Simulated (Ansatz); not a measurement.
Cartesian coordinates in Å:
```
C 1.804 -0.305 0.847
Si -0.005 -0.767 0.839
C -1.098 0.524 -0.002
C -0.980 0.570 -1.505
F 0.343 0.774 -1.883
H 2.396 -1.064 1.363
H 1.957 0.648 1.360
H 2.176 -0.204 -0.173
H -0.493 -0.925 2.239
H -0.207 -2.069 0.139
H -2.139 0.294 0.252
H -0.886 1.511 0.422
H -1.304 -0.373 -1.958
H -1.563 1.387 -1.940
```

The species carries charge 0 and has multiplicity 1.

Question: List the PBE/def2-TZVPP orbital energies in eV (the Gaussian-basis code of Ansatz). (Best estimate.)

Answer: Computed: Occupied: -1779.19, -659.55, -270.92, -268.87, -268.41, -136.95, -93.68, -93.68, -93.66, -29.67, -18.95, -17.15, -15.46, -12.54, -12.23, -11.70, -10.95, -10.00, -9.78, -9.57, -8.37, -8.03, -7.67, -7.58, -7.18. Lowest empty: 0.23, 0.35, 0.74, 1.28, 1.38, 1.60, 1.81, 1.92.
